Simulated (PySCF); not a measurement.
Cl2Ni, charge +1, doublet (typed; the unrestricted solution is spin-contaminated), geometry from GFN2-xTB of the parent state (such geometries of metal compounds can be far from the true shape) (a state made from the parent by changing its charge; the spin is typed, not shown lowest); PySCF with PBE0/6-31G*.

Here is a job for PySCF.
```python
from pyscf import gto, scf, dft

mol = gto.M(
    atom='''
Ni    0.00000000    0.00000000    0.00000000
Cl    0.00000000    0.00000000    1.93482584
Cl   -0.00000000   -0.00000000   -1.93482584
''',
    basis='6-31g*',
    charge=1,
    spin=1,
    verbose=4,
)

mf = dft.UKS(mol)
mf.xc = 'pbe0'
mf.kernel()
mf.analyze()
```

Write the output that PySCF gives for this input, abridged.


```
PySCF version 2.14.0

[INPUT] verbose = 4
[INPUT] num. atoms = 3
[INPUT] num. electrons = 61
[INPUT] charge = 1
[INPUT] spin (= nelec alpha-beta = 2S) = 1
[INPUT] symmetry False subgroup None
[INPUT] Mole.unit = angstrom
[INPUT] Symbol           X                Y                Z      unit          X                Y                Z       unit  Magmom
[INPUT]  1 Ni     0.000000000000   0.000000000000   0.000000000000 AA    0.000000000000   0.000000000000   0.000000000000 Bohr   0.0
[INPUT]  2 Cl     0.000000000000   0.000000000000   1.934825840000 AA    0.000000000000   0.000000000000   3.656290936332 Bohr   0.0
[INPUT]  3 Cl     0.000000000000   0.000000000000  -1.934825840000 AA    0.000000000000   0.000000000000  -3.656290936332 Bohr   0.0

nuclear repulsion = 299.894078204879
number of shells = 28
number of NR pGTOs = 199
number of NR cGTOs = 70
basis = 6-31g*
ecp = {}

******** <class 'pyscf.dft.uks.UKS'> ********
method = UKS
initial guess = minao
damping factor = 0
level_shift factor = 0
DIIS = <class 'pyscf.scf.diis.CDIIS'>
diis_start_cycle = 1
diis_space = 8
diis_damp = 0
SCF conv_tol = 1e-09
SCF conv_tol_grad = None
SCF max_cycles = 50
direct_scf = True
direct_scf_tol = 1e-13
number electrons alpha = 31  beta = 30
XC library pyscf.dft.libxc version 7.1.2
    S. Lehtola, C. Steigemann, M. J. T. Oliveira, and M. A. L. Marques,  SoftwareX 7, 1–5 (2018)
XC functionals = pbe0
    C. Adamo and V. Barone,  J. Chem. Phys. 110, 6158 (1999)
    M. Ernzerhof and G. E. Scuseria,  J. Chem. Phys. 110, 5029 (1999)
radial grids:
    Treutler-Ahlrichs [JCP 102, 346 (1995); DOI:10.1063/1.469408] (M4) radial grids

becke partition: Becke, JCP 88, 2547 (1988); DOI:10.1063/1.454033
pruning grids: <function nwchem_prune>
grids dens level: 3
symmetrized grids: False
atomic radii adjust function: <function treutler_atomic_radii_adjust>
small_rho_cutoff = 0
Set gradient conv threshold to 3.16228e-05
tot grids = 58400
init E= -2427.3157901392

cycle= 1 E= -2401.74206628882  delta_E= 25.6  |g|=  4.6  |ddm|= 6.62

cycle= 2 E= -2374.80652617043  delta_E= 26.9  |g|= 5.82  |ddm|= 15.1

cycle= 3 E= -2423.97552771807  delta_E= -49.2  |g|= 3.34  |ddm|= 13.2
cycle= 4 E= -2426.69656697405  delta_E= -2.72  |g|= 1.46  |ddm|=  1.5
cycle= 5 E= -2427.43860526038  delta_E= -0.742  |g|= 0.445  |ddm|= 1.14
cycle= 6 E= -2427.52530816081  delta_E= -0.0867  |g|= 0.195  |ddm|= 0.615
cycle= 7 E= -2427.52660391679  delta_E= -0.0013  |g|= 0.178  |ddm|= 0.109
cycle= 8 E= -2427.52772615506  delta_E= -0.00112  |g|= 0.171  |ddm|= 0.0183
cycle= 9 E= -2427.54145020649  delta_E= -0.0137  |g|= 0.0214  |ddm|= 0.257
cycle= 10 E= -2427.54290352314  delta_E= -0.00145  |g|= 0.0253  |ddm|= 0.0694
cycle= 11 E= -2427.54156026055  delta_E= 0.00134  |g|= 0.0217  |ddm|= 0.0615
cycle= 12 E= -2427.53620611823  delta_E= 0.00535  |g|= 0.0136  |ddm|= 0.398
cycle= 13 E= -2427.53618697253  delta_E= 1.91e-05  |g|= 0.00322  |ddm|= 0.0592
cycle= 14 E= -2427.53617269269  delta_E= 1.43e-05  |g|= 0.000701  |ddm|= 0.0247
cycle= 15 E= -2427.53616882173  delta_E= 3.87e-06  |g|= 0.00104  |ddm|= 0.0126
cycle= 16 E= -2427.53616842529  delta_E= 3.96e-07  |g|= 0.000846  |ddm|= 0.00386
cycle= 17 E= -2427.53616796323  delta_E= 4.62e-07  |g|= 0.000277  |ddm|= 0.00912
cycle= 18 E= -2427.5361682011  delta_E= -2.38e-07  |g|= 4.62e-05  |ddm|= 0.00707
cycle= 19 E= -2427.53616812289  delta_E= 7.82e-08  |g|= 8.46e-05  |ddm|= 0.00142
cycle= 20 E= -2427.53616801749  delta_E= 1.05e-07  |g|= 9.13e-06  |ddm|= 0.00379
cycle= 21 E= -2427.53616801555  delta_E= 1.95e-09  |g|= 1.22e-05  |ddm|= 0.000407
cycle= 22 E= -2427.53616801549  delta_E= 5.28e-11  |g|= 6.61e-06  |ddm|= 0.000467
Extra cycle  E= -2427.53616801576  delta_E= -2.66e-10  |g|= 1.34e-05  |ddm|= 3.48e-05
converged SCF energy = -2427.53616801576  <S^2> = 0.88018308  2S+1 = 2.1262014
**** SCF Summaries ****
Total Energy =                       -2427.536168015760268
Nuclear Repulsion Energy =             299.894078204878667
One-electron Energy =                -3946.064290652807358
Two-electron Energy =                 1218.634044432168366
Two-electron Coulomb Energy =         1337.473301953769351
DFT Exchange-Correlation Energy =     -118.839257521600942
**** MO energy ****
                             alpha | beta                alpha | beta
MO #1   energy= -300.554163921874  | -300.554124276695  occ= 1 | 1
MO #2   energy= -101.984744390137  | -101.982171365294  occ= 1 | 1
MO #3   energy= -101.984722844934  | -101.982149931313  occ= 1 | 1
MO #4   energy= -36.3257334873135  | -36.3148385854958  occ= 1 | 1
MO #5   energy= -31.7362760188635  | -31.7239908857795  occ= 1 | 1
MO #6   energy= -31.705426287923   | -31.7082896350282  occ= 1 | 1
MO #7   energy= -31.7034215945075  | -31.6857424899074  occ= 1 | 1
MO #8   energy= -9.81691311675438  | -9.81446269563513  occ= 1 | 1
MO #9   energy= -9.81686656250936  | -9.81441802354521  occ= 1 | 1
MO #10  energy= -7.55004765916381  | -7.54481602988139  occ= 1 | 1
MO #11  energy= -7.55002201582002  | -7.54479020439612  occ= 1 | 1
MO #12  energy= -7.54427990334746  | -7.54282881475943  occ= 1 | 1
MO #13  energy= -7.54427697213846  | -7.54282595520039  occ= 1 | 1
MO #14  energy= -7.54378288907349  | -7.53906479000823  occ= 1 | 1
MO #15  energy= -7.54375898113318  | -7.53904063908924  occ= 1 | 1
MO #16  energy= -4.47529997279165  | -4.45203397983454  occ= 1 | 1
MO #17  energy= -3.08870345003863  | -3.05474085332738  occ= 1 | 1
MO #18  energy= -3.03417281441887  | -3.02938458978664  occ= 1 | 1
MO #19  energy= -3.0135614425263   | -2.97727120531221  occ= 1 | 1
MO #20  energy= -1.13543022648273  | -1.11931330200155  occ= 1 | 1
MO #21  energy= -1.11541886246735  | -1.09738283635983  occ= 1 | 1
MO #22  energy= -0.762876498131986 | -0.753880493887629 occ= 1 | 1
MO #23  energy= -0.742777947729606 | -0.68993822341419  occ= 1 | 1
MO #24  energy= -0.664352911213019 | -0.638324993004195 occ= 1 | 1
MO #25  energy= -0.644746115586377 | -0.632581466794527 occ= 1 | 1
MO #26  energy= -0.644392920773512 | -0.632580677661303 occ= 1 | 1
MO #27  energy= -0.644357200572319 | -0.632272124423821 occ= 1 | 1
MO #28  energy= -0.624632501597495 | -0.600097819007349 occ= 1 | 1
MO #29  energy= -0.623689968993063 | -0.599922916056884 occ= 1 | 1
MO #30  energy= -0.604803302687008 | -0.595077174448894 occ= 1 | 1
MO #31  energy= -0.586588844183102 | -0.495294712811545 occ= 1 | 0
MO #32  energy= -0.468314134655098 | -0.423496216843612 occ= 0 | 0
MO #33  energy= -0.210205280969305 | -0.207686909845303 occ= 0 | 0
MO #34  energy= -0.180834892807379 | -0.179962482153154 occ= 0 | 0
MO #35  energy= -0.178065482874225 | -0.174044158650821 occ= 0 | 0
MO #36  energy= -0.101954579024755 | -0.0998373026953225 occ= 0 | 0
MO #37  energy= -0.0474505432264434 | -0.0449068622750555 occ= 0 | 0
MO #38  energy= -0.0131565191554014 | -0.0141392859313609 occ= 0 | 0
MO #39  energy= -0.010925494616765 | -0.00791625714381095 occ= 0 | 0

To work with the spin densities directly, `use mulliken_meta_spin()` only printing them here.

 ** Mulliken spin pop alpha/beta on meta-lowdin orthogonal AOs **
 ** Mulliken Spin Density (per AO)  **
spin_pop of  0 Ni 1s       -0.00000
spin_pop of  0 Ni 2s       -0.00000
spin_pop of  0 Ni 3s        0.00000
spin_pop of  0 Ni 4s       -0.00876
spin_pop of  0 Ni 5s       -0.00043
spin_pop of  0 Ni 2px      -0.00000
spin_pop of  0 Ni 2py       0.00000
spin_pop of  0 Ni 2pz      -0.00000
spin_pop of  0 Ni 3px      -0.00002
spin_pop of  0 Ni 3py       0.00001
spin_pop of  0 Ni 3pz       0.00001
spin_pop of  0 Ni 4px      -0.00354
spin_pop of  0 Ni 4py      -0.00446
spin_pop of  0 Ni 4pz      -0.00011
spin_pop of  0 Ni 5px       0.00010
spin_pop of  0 Ni 5py       0.00012
spin_pop of  0 Ni 5pz      -0.00004
spin_pop of  0 Ni 3dxy     -0.00025
spin_pop of  0 Ni 3dyz     -0.32731
spin_pop of  0 Ni 3dz^2     0.00348
spin_pop of  0 Ni 3dxz      0.70786
spin_pop of  0 Ni 3dx2-y2   -0.00031
spin_pop of  0 Ni 4dxy      0.00024
spin_pop of  0 Ni 4dyz     -0.00004
spin_pop of  0 Ni 4dz^2     0.00015
spin_pop of  0 Ni 4dxz      0.00213
spin_pop of  0 Ni 4dx2-y2    0.00023
spin_pop of  0 Ni 4f-3     -0.00000
spin_pop of  0 Ni 4f-2     -0.00000
spin_pop of  0 Ni 4f-1     -0.00004
spin_pop of  0 Ni 4f+0     -0.00002
spin_pop of  0 Ni 4f+1     -0.00002
spin_pop of  0 Ni 4f+2     -0.00001
spin_pop of  0 Ni 4f+3     -0.00000
spin_pop of  1 Cl 1s       -0.00000
spin_pop of  1 Cl 2s       -0.00000
spin_pop of  1 Cl 3s        0.00134
spin_pop of  1 Cl 4s       -0.00001
spin_pop of  1 Cl 2px       0.00001
spin_pop of  1 Cl 2py       0.00001
spin_pop of  1 Cl 2pz      -0.00000
spin_pop of  1 Cl 3px       0.13333
spin_pop of  1 Cl 3py       0.17899
spin_pop of  1 Cl 3pz       0.00154
spin_pop of  1 Cl 4px       0.00077
spin_pop of  1 Cl 4py       0.00038
spin_pop of  1 Cl 4pz       0.00014
spin_pop of  1 Cl 3dxy     -0.00000
spin_pop of  1 Cl 3dyz     -0.00032
spin_pop of  1 Cl 3dz^2    -0.00012
spin_pop of  1 Cl 3dxz     -0.00055
spin_pop of  1 Cl 3dx2-y2    0.00001
spin_pop of  2 Cl 1s       -0.00000
spin_pop of  2 Cl 2s       -0.00000
spin_pop of  2 Cl 3s        0.00134
spin_pop of  2 Cl 4s       -0.00001
spin_pop of  2 Cl 2px       0.00001
spin_pop of  2 Cl 2py       0.00001
spin_pop of  2 Cl 2pz      -0.00000
spin_pop of  2 Cl 3px       0.13333
spin_pop of  2 Cl 3py       0.17899
spin_pop of  2 Cl 3pz       0.00154
spin_pop of  2 Cl 4px       0.00077
spin_pop of  2 Cl 4py       0.00038
spin_pop of  2 Cl 4pz       0.00014
spin_pop of  2 Cl 3dxy     -0.00000
spin_pop of  2 Cl 3dyz     -0.00032
spin_pop of  2 Cl 3dz^2    -0.00012
spin_pop of  2 Cl 3dxz     -0.00055
spin_pop of  2 Cl 3dx2-y2    0.00001
 ** Mulliken Spin Density (per atom)  **
spin density of  0 Ni =      0.36898
spin density of  1 Cl =      0.31551
spin density of  2 Cl =      0.31551
 ** Mulliken pop alpha/beta on meta-lowdin orthogonal AOs **
 ** Mulliken pop       alpha | beta **
In total            31.00000 | 30.00000
 ** Mulliken atomic charges   ( Nelec_alpha | Nelec_beta ) **
charge of  0Ni =      1.24420  (    13.56239     13.19341 )
charge of  1Cl =     -0.12210  (     8.71880      8.40329 )
charge of  2Cl =     -0.12210  (     8.71881      8.40329 )

WARN: System has nonzero charge 1; the dipole moment is origin-dependent.
Location of origin: [0. 0. 0.]

Dipole moment(X, Y, Z, Debye): -0.00000,  0.00000, -0.00000
```
